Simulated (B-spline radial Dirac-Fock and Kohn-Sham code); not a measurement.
Relativistic shifts of the levels of Ru²⁺

System: ruthenium as Ru²⁺, 1s2 2s2 2p6 3s2 3p6 3d10 4s2 4p6 4d6.

Both columns are ΔSCF binding energies of the configuration average from a radial atomic solver: non-relativistic Hartree-Fock with a point nucleus, and Dirac-Fock with a finite nucleus and the Coulomb interaction alone, averaged over the two j levels with weights 2j+1.

| shell | Hartree-Fock (eV) | Dirac-Fock (eV) | shift (eV) | shift (%) |
| --- | --- | --- | --- | --- |
| 1s | 21610.6 | 22211.6 | +600.95 | +2.78 |
| 2s | 3124.7 | 3268.0 | +143.28 | +4.59 |
| 2p | 2879.2 | 2918.4 | +39.15 | +1.36 |
| 3s | 592.2 | 620.5 | +28.26 | +4.77 |
| 3p | 495.0 | 503.0 | +7.99 | +1.61 |
| 3d | 316.8 | 312.4 | -4.43 | -1.40 |
| 4s | 106.3 | 111.2 | +4.90 | +4.60 |
| 4p | 75.08 | 76.22 | +1.15 | +1.53 |
| 4d | 29.34 | 28.89 | -0.46 | -1.56 |

Relativity binds 1s, 2s, 2p, 3s, 3p, 4s, 4p more strongly, among those listed most of all 3s in relative terms, and 3d, 4d more weakly, because the contracted s and p shells screen the nucleus better.

Values without a named source are computed, but for edge energies of neutral atoms, which are taken from tables.
